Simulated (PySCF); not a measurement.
Isomers of C3H5F3S, one GFN2-xTB conformer each. Single-point energies are computed at PBE0/pcSseg-1 (PySCF, gas phase, no added dispersion term), electronic only.

Question: Rank them by PBE0/pcSseg-1 energy, lowest first (kJ/mol).
A. `[CH3:1][CH2:2][S:3][C:4]([F:5])([F:6])[F:7]` with C1–C2–S3–C4 180°
B. `[CH3:1][S:2][CH2:3][C:4]([F:5])([F:6])[F:7]` with C1–S2–C3–C4 -81°

Answer: B (0.0), A (23.2).

GFN2-xTB itself gives, in the same order: 0.0, 13.2. Both levels put the same isomer lowest.

Q: Which frontier levels, dipoles and rotational constants go with these structures?

A: 
```tsv
SMILES	HOMO (eV, PBE0/pcSseg-1)	LUMO (eV)	dipole (D)	A, B, C (MHz)
CSCC(F)(F)F	-6.95	0.69	2.28	3905, 1381, 1277
CCSC(F)(F)F	-7.49	0.03	2.51	4277, 1306, 1227
```
